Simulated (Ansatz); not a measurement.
Reaction (cleavage of the Si–Si bond): `N[SiH]([SiH3])CCl` + `[AlH2][SeH]` → `[AlH2][Se][SiH3]` + `N[SiH2]CCl`

Program: Ansatz. Geometries: PBE0-D4/def2-TZVP. ΔE: electronic, gas phase. CCSD(T)/CBS adds triple-zeta CCSD(T) − MP2 to the extrapolated MP2 energy (def2 sets, frozen cores). For Se outer-core shells are correlated without core-valence functions, which leaves a few kJ/mol of doubt a bond. Scalar relativity is left out up to krypton. Each species was taken in one conformer, which may not be the lowest.

```csv
level,ΔE (eV)
CCSD(T)/def2-TZVPP,-0.69
MP2/CBS(def2),-0.83
```

Q: What does CCSD(T)/CBS give? (Best estimate.)

A: The calculation gave: -0.72 eV. The listed levels differ from it by 0.03, -0.11 eV.

Largest T1 diagnostic among the species: 0.011.

In def2-TZVPP, CCSD(T) changes the Hartree–Fock value by +0.14 eV (the triples alone add +0.01 eV) and MP2 by +0.04 eV. From PBE to PBE0 (25 % exact exchange), in def2-TZVPP and without D4, ΔE moves by −0.06 eV.
